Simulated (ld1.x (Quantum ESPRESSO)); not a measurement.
# H (Z = 1): one change to a PAW potential, before and after

| Quantity | Value |
| --- | --- |
| Element | H (Z = 1) |
| Generator | ld1.x (Quantum ESPRESSO) 7.5 |
| Type | PAW |
| Functional | PBE |
| Relativity | scalar-relativistic |
| Frozen core | none |
| Valence charge | 1 |
| Reference configuration | 1s1 |
| Partial waves | 1s (bound): rcut 1.20, rcutus 1.35 bohr; 1s channel at 2.9 Ry: rcut 1.20, rcutus 1.35 bohr; 2p channel at 0.5 Ry: rcut 1.05, rcutus 1.25 bohr; 2p channel at 1.65 Ry: rcut 1.05, rcutus 1.25 bohr |
| Local potential | all-electron potential smoothed inside 1.10 bohr (lloc = -1) |
| Core correction | none |
| Augmentation charge | BG, radius 0.85 bohr |

All-electron outer shells of the reference configuration (PBE, scalar-relativistic, ld1.x):

```csv
shell,level (eV),outermost node (bohr),outermost maximum (bohr)
1s,-6.49,–,1.03
```

Change: all radii scaled by about 0.78 (s 1.06, p 0.98 bohr, rcut 0.94/0.82); local potential all-electron potential smoothed inside 0.86 bohr (lloc = -1); augmentation BG, radius 0.66 bohr.

Cutoffs: the cutoffs (Ry, on a coarse ladder) from which the occupation-weighted sum of valence levels, in a spherical-Bessel basis at the reference potential, stays within 10 and 1 mRy of its value at 400 Ry; they do not see the model core or the augmentation charge, which bear on the density cutoff. Errors are all-electron minus pseudo energies relative to the spin-unpolarised reference configuration.

**Question.** What does the change do?

**Answer.** The potential gets harder (12 Ry and 21 Ry → 18 Ry and 35 Ry); neither file shows a bound ghost. A smaller radius makes the pseudo-wave follow the all-electron one further in, where it bends more sharply, so more plane waves are needed.

| quantity | base | changed |
| --- | --- | --- |
| cutoff, loose | 12 Ry | 18 Ry |
| cutoff, tight | 21 Ry | 35 Ry |
| bound ghosts | none | none |
| error for 1s0.5, meV [ΔE 4.76 eV] | 0.0 | 0.0 |
| lowest overlap eigenvalue by channel | s 0.90, p 0.98 | s 0.99, p 0.99 |

Base: ld1.x warns that Blöchl-style (BG) augmentation functions are not a good idea. Changed file: ld1.x warns that Blöchl-style (BG) augmentation functions are not a good idea.
